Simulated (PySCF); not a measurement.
Computed shifts of a molecule C3H8F2Si, PBE/pcSseg-1 (PySCF), GIAO, gas phase, equivalent atoms averaged, in ppm (number of nuclei): ²⁹Si: 8.1 (1). ¹⁹F: -172.4 (1), -182.0 (1). ¹³C: 25.0 (1), 24.5 (1), 22.0 (1). ¹H: 5.97 (1), 2.30 (1), 2.19 (1), 1.69 (1), 1.57 (3), 1.19 (1). References: ²⁹Si against TMS (σ = 335.4 ppm); ¹⁹F against CFCl3 (σ = 133.6 ppm); ¹³C against TMS (σ = 182.0 ppm); ¹H against TMS (σ = 31.49 ppm), references at their B3LYP-D3(BJ)/def2-TZVP geometries, non-relativistic. Geometry optimised at PBE-D3(BJ)/def2-SVP. One conformer was computed; it need not be the lowest.

Question: Which molecule gave these data?
A. C[C@H](F)[Si@H](C)F
B. CC[C@@H](F)[SiH2]F
C. CCC(F)(F)[SiH3]
D. CCC[SiH](F)F

Answer: D, CCC[SiH](F)F
